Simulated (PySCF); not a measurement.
## Assignment exercise: C₅H₁₀O₂

Molfile (atoms numbered from 1):
```
C5H10O2
     RDKit          3D

 17 16  0  0  0  0  0  0  0  0999 V2000
    2.8811    0.0927   -0.0224 C   0  0  0  0  0  0  0  0  0  0  0  0
    1.5046    0.6279    0.3357 C   0  0  0  0  0  0  0  0  0  0  0  0
    0.4103   -0.3766    0.0591 C   0  0  0  0  0  0  0  0  0  0  0  0
   -0.8352    0.2080    0.4222 O   0  0  0  0  0  0  0  0  0  0  0  0
   -1.9264   -0.5450    0.2287 C   0  0  0  0  0  0  0  0  0  0  0  0
   -3.1691    0.1858    0.6467 C   0  0  0  0  0  0  0  0  0  0  0  0
   -1.8864   -1.6595   -0.2211 O   0  0  0  0  0  0  0  0  0  0  0  0
    3.6635    0.8375    0.1835 H   0  0  0  0  0  0  0  0  0  0  0  0
    2.9465   -0.1703   -1.0903 H   0  0  0  0  0  0  0  0  0  0  0  0
    3.1250   -0.8128    0.5560 H   0  0  0  0  0  0  0  0  0  0  0  0
    1.4654    0.9077    1.4015 H   0  0  0  0  0  0  0  0  0  0  0  0
    1.2901    1.5481   -0.2327 H   0  0  0  0  0  0  0  0  0  0  0  0
    0.3818   -0.6650   -1.0053 H   0  0  0  0  0  0  0  0  0  0  0  0
    0.5578   -1.3076    0.6324 H   0  0  0  0  0  0  0  0  0  0  0  0
   -4.0464   -0.4412    0.4543 H   0  0  0  0  0  0  0  0  0  0  0  0
   -3.1119    0.4367    1.7160 H   0  0  0  0  0  0  0  0  0  0  0  0
   -3.2506    1.1337    0.0954 H   0  0  0  0  0  0  0  0  0  0  0  0
  1  2  1  0
  2  3  1  0
  3  4  1  0
  4  5  1  0
  5  6  1  0
  5  7  2  0
  1  8  1  0
  1  9  1  0
  1 10  1  0
  2 11  1  0
  2 12  1  0
  3 13  1  0
  3 14  1  0
  6 15  1  0
  6 16  1  0
  6 17  1  0
M  END
```

Calculated, not measured (PySCF 2.14): J couplings at B3LYP/pcJ-1 (without the spin–dipole term), GIAO PBE0/pcSseg-1 shieldings, PBE0-D3(BJ)/def2-SVP geometry. Single conformer, in vacuum, equivalent nuclei averaged, non-relativistic.

Shifts are taken against calculated references (same method and geometry level): 13C, 1H against TMS.

Question: Assign these signals to the numbered atoms. 13C{1H} NMR (computed): δ 173.7, 67.7, 24.4, 21.8, 11.0.

Answer: 
```tsv
δ (ppm)	atoms	environment	reason
173.7	C5	ester carbonyl carbon	it is a carbonyl in resonance with an O or N lone pair, the region of acids, esters and amides
67.7	C3	sp3 CH2 bonded to O	pulled downfield by the heteroatom
24.4	C2	sp3 CH2	saturated and bonded to C and H only
21.8	C6	methyl carbon α to a carbonyl	the adjacent C=O deshields it moderately
11.0	C1	methyl carbon	aliphatic region, no heteroatom directly attached
```

Question: Assign these signals to the numbered atoms. 1H NMR (400 MHz, computed): δ 3.63 (t, J = 8.5 Hz, 2H), 1.96 (s, 3H), 1.57 (sext, J = 8.5 Hz, 2H), 0.95 (t, J = 8.5 Hz, 3H).

Answer: 
3.63 → H13/H14, hydrogen on an sp3 CH2 bonded to O: its carbon carries O, which withdraws density
1.96 → H15/H16/H17, hydrogen on a methyl carbon α to a carbonyl: α to C=O
1.57 → H11/H12, hydrogen on an sp3 CH2
0.95 → H8/H9/H10, hydrogen on a methyl carbon: far from electronegative atoms and π systems

Multiplet labels drop couplings under 1 Hz and merge nearly equal ones. Unscaled 3J(H,H) at this level run about 9 % above measured values. Shifts are as computed. Against solution values, carbons near 30 ppm lie about +2 ppm off and those near 130 ppm about +4 ppm. Of 246 compounds with measured shifts, 49 miss one by over three times the rms of a fit or turn the order of signals round; such compounds aren't used in these exercises. Across freely rotating sp3–sp3 bonds, 3J(H,H) is taken as (2 J gauche + J anti)/3 from the one conformer, which assumes equal rotamer populations.
